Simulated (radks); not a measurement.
Results of a calculation; reference values are marked as such.
Question: Successive ionisation energies (eV) of one element, from differences of total energies of ions in their ground configurations, starting at charge 0: 21.985, 41.385, 63.323, 97.666, 127.01, 158.14, 205.35, 239.56, 1193.2, 1359.0. Code: a radial shooting solver on a logarithmic mesh with Libxc functionals. Model: non-relativistic Kohn-Sham, PBE, spin-polarised, spherical densities, point nucleus; open shells are filled with parallel spins first. Which element is it?

Answer: Neon (Z = 10). The first species listed is Ne in [Ne], the last Ne9+ in 1s1.
